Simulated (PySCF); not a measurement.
**Basis and Hamiltonian dependence of the ionisation energy of Cu²⁺**

Cu²⁺ [Ar] 3d9 (2D) → Cu³⁺ [Ar] 3d8 (3F). All values are computed (PySCF 2.14, energy differences of UHF-based or UKS calculations, no spin-orbit coupling). Values in eV.

```tsv
basis	Hamiltonian	functions	UHF	LDA	PBE0	MP2 (valence)	CCSD(T) (valence)	CCSD(T) (valence and next inner shell)
x2c-SVPall	spin-free X2C	36	34.673	n/a	37.558	36.502	n/a	n/a
cc-pVDZ-PP with ECP10MDF	ECP	38	34.059	n/a	n/a	36.354	n/a	n/a
cc-pVDZ-DK	spin-free X2C	43	34.211	n/a	n/a	36.693	n/a	n/a
def2-TZVP	non-relativistic	45	34.323	n/a	n/a	36.621	n/a	n/a
cc-pVTZ-PP with ECP10MDF	ECP	63	34.044	38.011	n/a	36.752	n/a	n/a
x2c-TZVPPall	spin-free X2C	64	34.004	38.033	36.817	36.654	36.288	36.499
def2-TZVPPD	non-relativistic	67	34.291	38.283	37.078	36.919	36.560	36.771
cc-pVTZ-DK	spin-free X2C	68	34.015	38.112	n/a	36.707	n/a	n/a
aug-cc-pwCVDZ-PP with ECP10MDF	ECP	70	34.003	37.947	36.668	36.700	36.325	n/a
x2c-TZVPPall with one added diffuse shell each of s, p, d, f type	spin-free X2C	80	34.004	38.031	36.816	36.679	36.317	n/a
aug-cc-pVTZ-PP with ECP10MDF	ECP	88	34.048	38.014	36.714	36.848	36.473	n/a
aug-cc-pwCVTZ-DK with one added diffuse shell each of s, p, d, f, g type	spin-free X2C	152	34.005	38.092	36.841	36.854	n/a	n/a
aug-cc-pwCVQZ-PP with ECP10MDF	ECP	180	34.023	n/a	n/a	n/a	n/a	n/a
aug-cc-pV5Z-PP with ECP10MDF	ECP	197	34.022	37.980	36.684	36.981	n/a	n/a
```

Frozen in the all-electron rows: valence: [Ar]; valence and next inner shell: [Ne]; with a core potential, the same shells as far as they lie outside it.

At UHF, x2c-SVPall lies more than 0.3 eV from the median of the rows with comparable relativity. Sets contracted for the neutral atom can be stiff in a shell that they treat as core.

Non-relativistic rows lack the scalar-relativistic shift.

Between the lowest levels the reference is 36.841 ± 0.012 eV (measured; NIST Atomic Spectra Database, ionization energies); it includes spin-orbit coupling, which these numbers lack.
